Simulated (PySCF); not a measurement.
Telling isomers of C$_{6}$H$_{4}$F$_{3}$N apart by NMR

Level of theory: GIAO PBE0/pcSseg-1 shieldings, coordinates at the GFN2-xTB level, B3LYP/pcJ-1 coupling constants (spin–dipole term left out of most H,H and C,H couplings), in PySCF (single conformer, non-relativistic, averaged over atoms made equivalent by symmetry, fast rotation or ring inversion, gas phase).

Scale: 1H (σref 31.72) and 13C (σref 186.93) against TMS (reference shieldings calculated alike). Multiplet labels drop J under 1 Hz and among equivalent protons, and merge close values. Unscaled 3J(H,H) run several per cent high. Splittings of carbon signals by F and P are missing where no couplings were computed. Where no couplings were computed, multiplicities follow the n + 1 count of equivalent neighbours, and m marks all less simple cases (inequivalent or close neighbours, rings, F or P nearby). One-bond C–F couplings are unscaled and too large by tens of Hz. Shifts are as computed. Against solution values, carbons near 30 ppm lie about +3 ppm off and those near 130 ppm about +5 ppm. Of 1211 compounds with measured shifts, 218 miss one by over three times the rms of a fit or turn the order of signals round; such compounds aren't used in these exercises.

(1) Tabulate the signals of `FC(F)(F)c1cccnc1`, `CC(=C=CC(F)(F)F)C#N`, `N#C[C@H]1CC=C1C(F)(F)F` and their relative energies.

(2) What is the quickest way to tell CC(=C=CC(F)(F)F)C#N from N#C[C@H]1CC=C1C(F)(F)F?

(3) What is the quickest way to tell FC(F)(F)c1cccnc1 from CC(=C=CC(F)(F)F)C#N?

(4) What is the quickest way to tell FC(F)(F)c1cccnc1 from N#C[C@H]1CC=C1C(F)(F)F?

## Answers

(1) 
```tsv
SMILES	carbon types	δC	δH	E rel. (kcal/mol)
FC(F)(F)c1cccnc1	2×C 4×CH	158.9, 153.1, 140.6, 133.5, 132.6, 128.3	9.33 (dd, 1H), 9.20 (dt, 1H), 8.26 (ddd, 1H), 7.61 (dd, 1H)	0.0
CC(=C=CC(F)(F)F)C#N	4×C 1×CH 1×CH3	228.5, 131.5, 117.2, 95.4, 91.3, 20.9	5.86 (m, 1H), 2.14 (s, 3H)	49.0
N#C[C@H]1CC=C1C(F)(F)F	3×C 2×CH 1×CH2	152.4, 142.6, 128.1, 121.6, 36.0, 28.3	6.87 (m, 1H), 3.60 (m, 1H), 2.95 (m, 1H), 2.79 (m, 1H)	44.0
```

Energies are electronic energies at PBE0/pcSseg-1 on these geometries, without zero-point or thermal terms, each for the one conformer computed, which needn't be the lowest.

(2) Both give the same number of carbon signals, but DEPT or the intensities differ. The first has a central carbon of an allene (C) at 228.5 ppm, the second an allylic sp3 CH2 at 36.0 ppm. Their most deshielded carbons lie at 228.5 and 152.4 ppm. In the proton spectra the most deshielded non-exchanging signals are 5.86 (m, 1H) and 6.87 (m, 1H).

(3) Both give the same number of carbon signals, but DEPT or the intensities differ. The first has an aromatic CH next to a ring nitrogen at 158.9 ppm, the second a central carbon of an allene (C) at 228.5 ppm. In the proton spectra the most deshielded non-exchanging signals are 9.33 (dd, J = 2.3, 1.0 Hz, 1H) and 5.86 (m, 1H).

(4) Both give the same number of carbon signals, but DEPT or the intensities differ. The first has an aromatic CH at 128.3 ppm, the second an allylic sp3 CH2 at 36.0 ppm. Their most deshielded carbons lie at 158.9 and 152.4 ppm. In the proton spectra the most deshielded non-exchanging signals are 9.33 (dd, J = 2.3, 1.0 Hz, 1H) and 6.87 (m, 1H).
